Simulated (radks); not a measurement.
Spherical quantum dot in the effective-mass picture: electrons in a hard-walled sphere of radius 2.98, all in effective atomic units (hartree* = m*/eps^2 hartree, bohr* = eps/m* bohr), one dielectric constant everywhere. Calculated with a radial shooting solver with Libxc functionals: non-relativistic Kohn-Sham, PBE, spin-polarised, spherical densities. Levels are named by radial order and angular momentum (1s, 1p, 1d, 2s, ...), and open shells are averaged over m. Results are scaled to m* = 0.053 and eps = 10.6, for which hartree* = 12.84 meV and bohr* = 10.58 nm. Each electron was tried in the lowest free levels, single moves between levels near the top were tried too, and the lowest total energy was kept; such a search can miss a lower state. At N = 1 the Hartree and exchange-correlation terms need not cancel, so that row can carry a self-interaction error.

| N | open shells | 2S | E (meV) | mu = E(N) - E(N-1) (meV) | addition energy mu(N+1) - mu(N) (meV) | e(HOMO) (meV) | rms radius (nm) |
|---|---|---|---|---|---|---|---|
| 1 | 1s(up 1, down 0) | 1 | 7.15050 | 7.1505 | 7.008 | 9.8490 | 16.85 |
| 2 | none | 0 | 21.3092 | 14.159 | 11.97 | 16.836 | 17.49 |
| 3 | 1p(up 1, down 0) | 1 | 47.4424 | 26.133 | 5.387 | 28.781 | 18.58 |
| 4 | 1p(up 2, down 0) | 2 | 78.9623 | 31.520 | 5.543 | 34.280 | 19.18 |
| 5 | 1p(up 3, down 0) | 3 | 116.025 | 37.063 | 7.183 | 39.853 | 19.60 |
| 6 | 1p(up 3, down 1) | 2 | 160.271 | 44.246 | 5.234 | 46.822 | 19.93 |
| 7 | 1p(up 3, down 2) | 1 | 209.751 | 49.480 | 5.387 | 52.160 | 20.20 |
| 8 | none | 0 | 264.618 | 54.867 | 13.22 | 57.581 | 20.43 |
| 9 | 1d(up 1, down 0) | 1 | 332.707 | 68.089 | 5.226 | 70.695 | 20.72 |
| 10 | 1d(up 2, down 0) | 2 | 406.023 | 73.316 | 5.261 | 75.942 | 20.97 |
| 11 | 1d(up 3, down 0) | 3 | 484.599 | 78.576 | 5.279 | 81.214 | 21.18 |
| 12 | 1d(up 4, down 0) | 4 | 568.454 | 83.855 | 5.288 | 86.498 | 21.36 |
| 13 | 1d(up 5, down 0) | 5 | 657.596 | 89.143 | 6.781 | 91.788 | 21.52 |
| 14 | 1d(up 5, down 1) | 4 | 753.520 | 95.924 | 5.138 | 98.485 | 21.67 |
| 15 | 1d(up 5, down 2) | 3 | 854.582 | 101.06 | 5.174 | 103.64 | 21.80 |
| 16 | 1d(up 5, down 3) | 2 | 960.818 | 106.24 | 5.195 | 108.83 | 21.92 |
| 17 | 1d(up 5, down 4) | 1 | 1072.25 | 111.43 | 5.207 | 114.03 | 22.04 |
| 18 | none | 0 | 1188.89 | 116.64 | 14.56 | 119.24 | 22.14 |
| 19 | 1f(up 1, down 0) | 1 | 1320.09 | 131.20 | 5.101 | 133.75 | 22.26 |
| 20 | 1f(up 2, down 0) | 2 | 1456.39 | 136.30 | 5.110 | 138.85 | 22.38 |
| 21 | 1f(up 3, down 0) | 3 | 1597.80 | 141.41 | 5.116 | 143.97 | 22.48 |
| 22 | 1f(up 4, down 0) | 4 | 1744.32 | 146.53 | 5.120 | 149.09 | 22.58 |
| 23 | 1f(up 5, down 0) | 5 | 1895.97 | 151.65 | 5.123 | 154.21 | 22.67 |
| 24 | 1f(up 6, down 0) | 6 | 2052.74 | 156.77 | 5.124 | 159.33 | 22.76 |
| 25 | 1f(up 7, down 0) | 7 | 2214.63 | 161.89 | 6.523 | 164.46 | 22.84 |
| 26 | 1f(up 7, down 1) | 6 | 2383.05 | 168.42 | 5.045 | 170.94 | 22.91 |
| 27 | 1f(up 7, down 2) | 5 | 2556.51 | 173.46 | 5.055 | 175.99 | 22.98 |
| 28 | 1f(up 7, down 3) | 4 | 2735.03 | 178.52 | 5.062 | 181.05 | 23.05 |
| 29 | 1f(up 7, down 4) | 3 | 2918.60 | 183.58 | 5.068 | 186.11 | 23.12 |
| 30 | 1f(up 7, down 5) | 2 | 3107.25 | 188.65 | 5.071 | 191.18 | 23.18 |
| 31 | 1f(up 7, down 6) | 1 | 3300.97 | 193.72 | 5.073 | 196.25 | 23.24 |
| 32 | none | 0 | 3499.76 | 198.79 | 11.92 | 201.33 | 23.30 |
| 33 | 2s(up 1, down 0) | 1 | 3710.47 | 210.71 | 8.124 | 213.87 | 23.20 |
| 34 | none | 0 | 3929.31 | 218.84 | 6.605 | 221.91 | 23.12 |
| 35 | 1g(up 1, down 0) | 1 | 4154.75 | 225.44 | 4.999 | 227.94 | 23.19 |
| 36 | 1g(up 2, down 0) | 2 | 4385.20 | 230.44 | 5.002 | 232.94 | 23.25 |
| 37 | 1g(up 3, down 0) | 3 | 4620.64 | 235.45 | 4.997 | 237.95 | 23.31 |
| 38 | 2s(up 1, down 0) 1g(up 5, down 0) | 6 | 4861.08 | 240.44 | 4.707 | 242.64 | 23.50 |
| 39 | 2s(up 1, down 0) 1g(up 6, down 0) | 7 | 5106.23 | 245.15 | 5.011 | 247.65 | 23.56 |
| 40 | 2s(up 1, down 0) 1g(up 7, down 0) | 8 | 5356.39 | 250.16 | 5.011 | 252.67 | 23.61 |
| 41 | 2s(up 1, down 0) 1g(up 8, down 0) | 9 | 5611.57 | 255.17 | 5.011 | 257.68 | 23.66 |
| 42 | 2s(up 1, down 0) 1g(up 9, down 0) | 10 | 5871.75 | 260.18 | - | 262.69 | 23.70 |

All shells are closed at N = 2, 8, 18, 32, 34 (there: 1s2 1p6 1d10 2s2 1f14); the second difference of the energy has clear peaks (12 % above both neighbours; the first and last values, which can be the largest, are not judged, and half-filled shells can peak too) at N = 2, 5, 8, 13, 18, 25, 32.
